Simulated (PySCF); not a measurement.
## Ionisation energy of Rh³⁺ by level of theory

Rh³⁺ [Kr] 4d6 [4d3/2^4 4d5/2^2, M_J = 4] → Rh⁴⁺ [Kr] 4d5 [4d3/2^4 4d5/2^1, M_J = 5/2], as a difference of total energies. Calculation: PySCF 2.14, in x2c-SVPall-2c (6s8p6d1f, 67 functions); the two-component X2C-1e Hamiltonian. Correlated levels: [Ar] 3d10 frozen; the 6 highest virtual spinors dropped. "Screened" scales the spin-orbit matrix elements by Boettger's factors to mimic the two-electron term; Breit and QED terms are absent.

```tsv
method	ionisation energy (eV)
GHF (spin-free)	42.645
GMP2 (spin-free)	43.605
GHF (screened spin-orbit)	42.813
GMP2 (screened spin-orbit)	43.783
```

How much does correlation contribute at GMP2 (screened spin-orbit)?

43.783 − (42.813) = 0.970 eV, measured against GHF (screened spin-orbit).

The spin-free rows relax to the high-spin LS determinant and lack the spin-orbit shift.

Errors of the correlated levels include the incompleteness of this basis and the frozen core.

The labels give the starting determinants; with spin-orbit coupling the two ends relaxed to ⟨J²⟩ = 20.01, ⟨L²⟩ = 6.10, ⟨S²⟩ = 5.96 and ⟨J²⟩ = 8.75, ⟨L²⟩ = 0.03, ⟨S²⟩ = 8.71.

For comparison: 42 ± 1.7 eV (theoretical estimate listed by NIST; NIST Atomic Spectra Database, ionization energies).
